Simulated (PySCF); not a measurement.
This script is equivalent to a calculation on N (nitrogen, neutral).

```python
from pyscf import gto, scf, dft, mp, cc
import basis_set_exchange as bse
mol = gto.M(atom="N 0 0 0", charge=0, spin=3, symmetry="D2h",
            basis=gto.basis.parse(bse.get_basis("x2c-SVPall", elements=["N"], fmt="nwchem", header=False)),
            nucmod="G")
mf = scf.UHF(mol).sfx2c1e()
mf.irrep_nelec = {'Ag': (2, 2), 'B1u': (1, 0), 'B2u': (1, 0), 'B3u': (1, 0)}
mf.kernel()
```

(1) What total energy does it give?

(2) Which occupied shell lies highest, and where?

(3) What is ⟨S²⟩, and what would a pure spin state give?

Results:

(1) -54.36545 hartree (calculated).

(2) 2p α, at -15.542 eV.

(3) 3.757, against 3.75.
